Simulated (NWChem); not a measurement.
System: CH4MgOS; SMILES [O](C)[Mg][SH]

The following NWChem deck was run.

```
start job
memory heap 200 mb stack 900 mb global 1100 mb
geometry units angstroms noautoz
  Mg    -0.072963     0.118344     0.001429
  O     -0.189506    -1.644422     0.001053
  C     -0.263030    -3.014931     0.000605
  H     -0.126363    -3.441009    -1.013663
  H      0.511519    -3.475700     0.646095
  H     -1.242273    -3.380892     0.369488
  S      0.091531     2.416906     0.001891
  H     -1.250510     2.589015    -0.006232
end
basis spherical
  * library 6-31g*
end
dft
  xc xpbe96 cpbe96
  iterations 150
  mulliken
end
task dft energy
```

Coordinates come from a PBE0/def2-SVP optimisation.

Task: Predict the main results of this run. (PBE/6-31G* (spherical d).) Quantities: basis functions; energy (Ha); highest occupied level (eV); orbital gap (eV); dipole (D).

Result: 
| Quantity | Value |
|---|---|
| number of basis functions | 72 |
| energy (Ha) | -713.59 |
| highest occupied level (eV) | -5.50 |
| orbital gap (eV) | 3.56 |
| dipole (D) | 1.53 |
